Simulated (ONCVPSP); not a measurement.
Ge (Z = 32): variants of one ONCV potential

Base potential:

Ge (Z = 32), optimised norm-conserving Vanderbilt (ONCV), made with ONCVPSP 4.0.1 (PBE, scalar-relativistic). Core [Ar], reference 3d10 4s2 4p2. Waves: 4s: rc 1.50 bohr, ncon 4, nbas 8, qcut 3.5 1/bohr, 2 projectors, debl 0.9 Ha; 4p: rc 2.05 bohr, ncon 4, nbas 7, qcut 3.4 1/bohr, 2 projectors, debl 3 Ha; 3d: rc 1.25 bohr, ncon 3, nbas 7, qcut 12.7 1/bohr, 1 projector. Local part: polynomial inside 0.80 bohr (lpopt 3, dvloc0 6 Ha). Core correction: Teter function, fcfact 5, rcfact 1.2.

All-electron outer shells of the reference configuration (PBE, scalar-relativistic, ld1.x):

| shell | level (eV) | outermost node (bohr) | outermost maximum (bohr) |
| --- | --- | --- | --- |
| 3s | -168.49 | 0.26 | 0.54 |
| 3p | -115.62 | 0.23 | 0.54 |
| 3d | -29.31 | – | 0.50 |
| 4s | -11.73 | 0.77 | 1.75 |
| 4p | -3.90 | 0.82 | 2.22 |

Cutoffs, loose and tight: the cutoffs (Ha) at which the residual kinetic energy of the hardest occupied pseudo-wave falls to 1 and 0.1 mHa per electron. They do not see the model core or the augmentation charge, which bear on the density cutoff. Test errors are all-electron minus pseudo excitation energies from the reference, over the configurations 3d10 4s2 4p1; 3d10 4s2 4p0; 3d10 4s1 4p0; 3d9 4s2 4p3. A dash means not determined; rows that change the core or the reference have their own tests.

| change | outcome | cutoff, loose | cutoff, tight | bound ghosts | GHOST(+) flags above zero | largest test error (meV) |
| --- | --- | --- | --- | --- | --- | --- |
| base | generated | 65 Ha | 72 Ha | none | s | -188 |
| p: debl 0.2 | generated | 65 Ha | 72 Ha | none | s, p | -183 |
| p: debl 0.3 | generated | 65 Ha | 72 Ha | none | s | -181 |
| p: debl 0.55 | generated | 65 Ha | 72 Ha | none | s | -181 |
| p: debl 1.05 | generated | 65 Ha | 72 Ha | none | s, p | -183 |
| p: debl 1.45 | generated | 65 Ha | 72 Ha | none | s, p | -184 |
| p: debl 3.1 | generated | 65 Ha | 72 Ha | none | s | -188 |
| p: debl 5.1 | generated | 65 Ha | 72 Ha | none | s, p | -189 |

Reading the sweep of the debl of the p channel (base included, trends over the rows without a ghost): The loose cutoff stays near 65 Ha. The median size of the test errors (rows with all tests solved) stays near 14.4 meV.
